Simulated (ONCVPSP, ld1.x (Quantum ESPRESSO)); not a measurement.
Pseudopotentials across the periodic table

Generated with ld1.x 7.5 (TM, RRKJ, ultrasoft, PAW), atompaw 4.2 or ONCVPSP 4.0.1. The cutoff is in Ry: for ld1.x and atompaw files where the sum of valence levels is converged to 10 mRy in a Bessel basis, for ONCV files where the hardest occupied wave has 1 mHa per electron of residual kinetic energy. The error is the largest all-electron minus pseudo excitation energy over each file’s own four to seven test configurations (ionisations up to +4, promotions, holes and added fractions of an electron), all of which were solved. The labels leave out finer settings (local radius, basis sizes, second energies), which also bear on the numbers. Spin-polarised tests are not counted. The rows are a selection from randomly drawn settings: files with unsolved tests, undetermined cutoffs or missed reference levels are left out.

A true bound ghost makes a file unfit for plane-wave use even where its test errors are small: the radial tests pick states by their node count and pass the ghost by.

| element | potential | cutoff (Ry) | largest error (meV) | bound ghosts |
| --- | --- | --- | --- | --- |
| O | ONCV, PBE, scalar-relativistic, rc 0.60/1.30/1.40 (spd), local smoothed, core correction no, reference 2s2 2p4, qcut 9.4/11.6/5.8, projectors 3/2/2 | 533 | +356 | s |
| Al | ONCV, PBE, scalar-relativistic, rc 2.20/2.45 (sp), local s, core correction yes, reference 3s2 3p0.75, qcut 2.6/3.8, projectors 0/3 | 25 | +24 | none |
| Ru | ONCV, PBEsol, scalar-relativistic, rc 2.90/1.60/1.40 (spd), local smoothed, core correction yes, reference 4p6 4d7 5s1, qcut 2/8.6/6, projectors 2/2/3 | 96 | +19 | s, d |
| In | TM, PBE, scalar-relativistic, rc 2.15/1.95/1.20 (spd), local s, core correction no, reference 4d10 5s1.75 5p1.25 | 90 | -240 | none |
| Ce | ONCV, PBE, scalar-relativistic, rc 2.50/2.45/2.45 (spd), local d, core correction yes, reference 5s2 5p6 5d1 6s1, qcut 4.5/7/6.7, projectors 2/2/0 | 26 | -261 | none |
| Ir | ONCV, PBEsol, fully relativistic, rc 1.40/1.70/2.25 (spd), local smoothed, core correction yes, reference 5s2 5p6 5d6, qcut 8.3/9/5.8, projectors 2/1/3 | 56 | +260 | none |
| Ir | ONCV, PBEsol, scalar-relativistic, rc 1.75/1.45/1.40 (spd), local smoothed, core correction yes, reference 5s2 5p6 5d7 6s1.75, qcut 6/10.2/7.9, projectors 3/1/2 | 69 | -19 | none |
| Hg | ONCV, PBEsol, scalar-relativistic, rc 1.60/1.70/1.40 (spd), local smoothed, core correction no, reference 5s2 5p6 5d10 6s2, qcut 6.8/8.1/7.4, projectors 2/2/1 | 43 | -21 | none |

Q: Fill in the row for Zn: ONCV, PBE, non-relativistic, rc 0.95/0.80/0.85 (spd), local smoothed, core correction yes, reference 3s2 3p6 3d10 4s1, qcut 8.4/11.9/13.4, projectors 2/2/2.

A: cutoff 402 Ry, largest error -58 meV, bound ghosts: none.
